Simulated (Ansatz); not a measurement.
System: dibromo(difluoro)germane, sum formula GeBr2F2 (charge 0, singlet). 
Geometry from a B3LYP-D3(BJ)/def2-TZVP (Ansatz, a quantum-chemistry and plane-wave program) optimisation:
```
Ge
F 1 1.7207
F 1 1.7207 2 105.24
Br 1 2.2725 2 109.16 3 117.06
Br 1 2.2725 2 109.16 3 -117.06
```
Charge 0, spin multiplicity 1.

Property: atomisation energy (electronic, to ground-state atoms), in eV. Cores are frozen in the correlated levels unless marked. UHF or UKS for open shells. Spin-orbit coupling is left out. The frozen core is the preceding noble-gas configuration, with the filled d and f shells of earlier blocks. Non-relativistic. The coupled-cluster limit lacks core correlation, which all-electron functionals hold. CBS(X,Y): correlation extrapolated as X^-3; Hartree-Fock from the larger set (for Q and 5 zeta extrapolated as (X+1)exp(-9√X)).

| level | program | atomisation energy (eV) |
|---|---|---|
| HF/6-31G | Ansatz | 8.40 |
| HF/cc-pVTZ | Ansatz | 10.87 |
| SVWN5/def2-TZVPD | Ansatz | 19.40 |
| PBE-D4/def2-TZVPD | Ansatz + dftd4 | 16.70 |

### Question
What does CCSD(T)/CBS(cc-pVQZ,cc-pV5Z) (Ansatz) give?

### Answer
16.57 eV
